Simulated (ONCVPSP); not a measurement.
Configuration tests for Kr (Z = 36) (ONCV)

krypton (Kr), optimised norm-conserving Vanderbilt (ONCV), made with ONCVPSP 4.0.1 (LDA (Perdew-Wang 92), scalar-relativistic). Core [Ar] 3d10, reference 4s2 4p6. Waves: 4s: rc 1.20 bohr, ncon 5, nbas 9, qcut 5.1 1/bohr, 2 projectors, debl 0.8 Ha; 4p: rc 1.72 bohr, ncon 4, nbas 7, qcut 4.8 1/bohr, 3 projectors, debl 0.6 Ha. Local part: polynomial inside 1.10 bohr (lpopt 5, dvloc0 0 Ha). Core correction: Teter function, fcfact 2.75, rcfact 1.2.

In the s channel the program set the typed energies aside and used -0.853, 0.250 Ha.

Energies are relative to the spin-unpolarised reference configuration 4s2 4p6; without spin polarisation the order of configurations can differ from experiment.

```json
{"valence configuration": "4s2 4p5", "charge": "+1", "ΔE all-electron (eV)": "14.434", "error AE − PS (meV)": "-2.4"}
{"valence configuration": "4s2 4p3", "charge": "+3", "ΔE all-electron (eV)": "77.044", "error AE − PS (meV)": "-4.3"}
```

Problem. What are ΔE and the potential's error for 4s1 4p6?

Solution. ΔE = 28.974 eV all-electron; the error (AE − PS) is +1.2 meV.

Problem. What are ΔE and the potential's error for 4s2 4p4?

Solution. ΔE = 39.770 eV all-electron; the error (AE − PS) is -4.7 meV.

Levels in the configuration 4s2 4p5:

| level | all-electron (eV) | pseudo (eV) |
| --- | --- | --- |
| 4s | -34.157 | -34.154 |
| 4p | -19.698 | -19.697 |

Note: ghosts flagged at negative energy: s at -267.3 eV, p at -1161.7 eV; GHOST(+) flags only above 600 eV. A true bound ghost makes a file unfit for plane-wave use.
